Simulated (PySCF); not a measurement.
Vertical excitations of a molecule CH₈N₂OSi from TDDFT-LC-ωPBE/def2-SVPD in PySCF, as energy in eV (oscillator strength): 7.16 (0.038), 7.33 (0.088), 8.35 (0.048), 8.77 (0.024), 8.85 (0.005), 8.99 (0.005), 9.03 (0.019), 9.13 (0.059), 9.37 (0.011), 9.44 (0.018). Lowest triplet (TDA): 6.76 eV. Coordinates come from a PBE-D3(BJ)/def2-SVP optimisation. The values are those of a single conformer.

**Question.** Which structure fits?
(A) NC[Si@@H](N)O
(B) C[Si](N)(N)O
(C) CN[Si@@H](N)O
(D) CO[SiH](N)N

**Answer.** B, C[Si](N)(N)O
